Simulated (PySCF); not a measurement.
A geometry optimisation, step by step.

Compound: [(Cl)3Si]2O.
Bonds: Si1–Cl2, Si1–Cl3, Si1–Cl4, Si1–O5, O5–Si6, Si6–Cl7, Si6–Cl8, Si6–Cl9.

Computed by this run: PBE0-D3(BJ)/def2-SVP geometry optimisation, gas phase in PySCF 2.14.0; density fitting, grid level 1; the optimiser is geomeTRIC in internal coordinates, started from a GFN2-xTB structure with every atom displaced at random (about 0.03 Å). 9 of its 12 geometries are shown. The frame can shift and turn from step to step; on so coarse a grid that alone can change the energy by a few meV, and forces under 0.02 eV/Å are noise.

Step 0: E = -92886.0634 eV, largest atomic force 2.125 eV/Å
```
atom  x, y, z in Å  |  force x, y, z in eV/Å
Si1    -1.317    0.595    0.500   -1.467   1.530  -0.144
Cl2    -2.163   -0.822    1.581   -0.560  -0.984   0.786
Cl3    -0.923    2.236    1.579    0.190   0.501   0.647
Cl4    -2.464    1.182   -1.045   -0.845   0.138  -0.450
O5     -0.023    0.098   -0.225    1.462  -0.374  -0.509
Si6     1.365   -0.636   -0.530    0.837   0.413  -0.006
Cl7     2.598   -0.430    1.064    0.204   0.058   0.144
Cl8     2.145    0.260   -2.166    0.198  -0.092  -0.138
Cl9     0.916   -2.552   -0.783   -0.018  -1.191  -0.332
```

Step 1: E = -92886.3419 eV, largest atomic force 0.650 eV/Å
```
atom  x, y, z in Å  |  force x, y, z in eV/Å
Si1    -1.372    0.643    0.450   -0.254   0.544  -0.249
Cl2    -2.177   -0.812    1.580   -0.207  -0.397   0.241
Cl3    -0.939    2.246    1.612    0.070   0.115   0.106
Cl4    -2.666    1.236   -1.009    0.033  -0.109   0.086
O5     -0.021    0.109   -0.260    0.327  -0.124  -0.197
Si6     1.395   -0.651   -0.526    0.065   0.245   0.132
Cl7     2.605   -0.419    1.092   -0.018   0.027   0.047
Cl8     2.268    0.195   -2.147    0.011  -0.029  -0.057
Cl9     1.038   -2.616   -0.816   -0.026  -0.273  -0.108
```

Step 3: E = -92886.3599 eV, largest atomic force 0.105 eV/Å
```
atom  x, y, z in Å  |  force x, y, z in eV/Å
Si1    -1.382    0.651    0.435    0.039   0.001   0.044
Cl2    -2.159   -0.850    1.569    0.004   0.008  -0.006
Cl3    -0.926    2.246    1.613   -0.013  -0.032  -0.021
Cl4    -2.715    1.210   -0.990    0.026  -0.015   0.018
O5     -0.024    0.121   -0.294   -0.044   0.022  -0.093
Si6     1.401   -0.636   -0.521   -0.007  -0.006   0.057
Cl7     2.550   -0.382    1.138   -0.009  -0.007  -0.011
Cl8     2.315    0.187   -2.135   -0.002   0.007   0.006
Cl9     1.072   -2.616   -0.840    0.007   0.021   0.005
```

Step 4: E = -92886.3613 eV, largest atomic force 0.147 eV/Å
```
atom  x, y, z in Å  |  force x, y, z in eV/Å
Si1    -1.383    0.646    0.430    0.057  -0.090   0.102
Cl2    -2.141   -0.869    1.564    0.030   0.060  -0.033
Cl3    -0.921    2.235    1.611   -0.016  -0.019  -0.011
Cl4    -2.732    1.199   -0.978   -0.009   0.013  -0.021
O5     -0.030    0.126   -0.317   -0.089   0.041  -0.085
Si6     1.401   -0.626   -0.521    0.012  -0.058   0.022
Cl7     2.522   -0.366    1.155    0.009  -0.007  -0.007
Cl8     2.333    0.194   -2.126   -0.001   0.017   0.012
Cl9     1.084   -2.609   -0.845    0.007   0.044   0.020
```

Step 6: E = -92886.3665 eV, largest atomic force 0.197 eV/Å
```
atom  x, y, z in Å  |  force x, y, z in eV/Å
Si1    -1.381    0.617    0.421    0.014  -0.152   0.124
Cl2    -2.054   -0.941    1.555    0.041   0.082  -0.041
Cl3    -0.896    2.183    1.619    0.000   0.031   0.030
Cl4    -2.799    1.167   -0.914   -0.069   0.045  -0.064
O5     -0.059    0.145   -0.412   -0.070   0.030  -0.041
Si6     1.391   -0.589   -0.532    0.053  -0.092  -0.051
Cl7     2.427   -0.310    1.193    0.034   0.004   0.011
Cl8     2.385    0.236   -2.097    0.001   0.019   0.010
Cl9     1.120   -2.578   -0.859   -0.003   0.033   0.023
```

Step 7: E = -92886.3685 eV, largest atomic force 0.068 eV/Å
```
atom  x, y, z in Å  |  force x, y, z in eV/Å
Si1    -1.378    0.603    0.427   -0.025  -0.050   0.039
Cl2    -2.013   -0.966    1.560    0.016   0.019  -0.007
Cl3    -0.884    2.161    1.632    0.009   0.025   0.025
Cl4    -2.826    1.161   -0.877   -0.035   0.018  -0.021
O5     -0.073    0.152   -0.445    0.002   0.002  -0.006
Si6     1.385   -0.577   -0.545    0.026  -0.026  -0.038
Cl7     2.409   -0.292    1.188    0.012   0.009   0.004
Cl8     2.389    0.257   -2.099   -0.004   0.003   0.001
Cl9     1.124   -2.566   -0.865   -0.003  -0.001   0.003
```

Step 8: E = -92886.3688 eV, largest atomic force 0.033 eV/Å
```
atom  x, y, z in Å  |  force x, y, z in eV/Å
Si1    -1.376    0.597    0.436   -0.023   0.019  -0.015
Cl2    -1.993   -0.976    1.568   -0.001  -0.018   0.013
Cl3    -0.875    2.152    1.645    0.009   0.007   0.009
Cl4    -2.839    1.161   -0.853    0.001  -0.004   0.011
O5     -0.079    0.153   -0.454    0.028  -0.009   0.010
Si6     1.381   -0.573   -0.557   -0.004   0.018  -0.011
Cl7     2.412   -0.286    1.172   -0.002   0.006  -0.005
Cl8     2.381    0.265   -2.111   -0.007  -0.006  -0.005
Cl9     1.121   -2.562   -0.872   -0.001  -0.012  -0.008
```

Step 10: E = -92886.3689 eV, largest atomic force 0.082 eV/Å
```
atom  x, y, z in Å  |  force x, y, z in eV/Å
Si1    -1.370    0.587    0.462    0.004   0.067  -0.048
Cl2    -1.948   -1.000    1.593   -0.009  -0.035   0.020
Cl3    -0.847    2.133    1.677    0.000  -0.022  -0.013
Cl4    -2.867    1.159   -0.787    0.028  -0.024   0.034
O5     -0.091    0.159   -0.464    0.022  -0.007   0.019
Si6     1.371   -0.563   -0.588   -0.028   0.039   0.022
Cl7     2.423   -0.270    1.129   -0.010  -0.001  -0.012
Cl8     2.349    0.279   -2.152   -0.007  -0.007  -0.011
Cl9     1.113   -2.554   -0.896    0.002  -0.009  -0.011
```

Step 11: E = -92886.3693 eV, largest atomic force 0.027 eV/Å
```
atom  x, y, z in Å  |  force x, y, z in eV/Å
Si1    -1.368    0.586    0.469    0.013   0.020  -0.011
Cl2    -1.934   -1.008    1.599    0.001  -0.009   0.005
Cl3    -0.840    2.129    1.684   -0.003  -0.014  -0.006
Cl4    -2.874    1.154   -0.768    0.005  -0.012   0.014
O5     -0.093    0.163   -0.464   -0.003   0.007   0.007
Si6     1.368   -0.559   -0.595   -0.009   0.005   0.010
Cl7     2.423   -0.265    1.119   -0.001  -0.001  -0.007
Cl8     2.340    0.281   -2.164   -0.005   0.001  -0.007
Cl9     1.111   -2.550   -0.906    0.002   0.003  -0.004
```

Question: Summarise the path.

Answer: The energy falls by 0.3059 eV from step 0 to step 11; nine tenths of that is first reached at step 1. It never rises by more than 0.2 meV. The largest force goes from 2.125 to 0.027 eV/Å. Among the bonds Si1–O5 changes most, from 1.564 to 1.635 Å; the atoms move by 0.223 Å rms after alignment.

What follows is the cost of the whole optimisation. On an Arm Neoverse V1 with one thread, no GPU, shared host, this took 3.4 min of wall time and 0.83 GiB of memory at its peak.
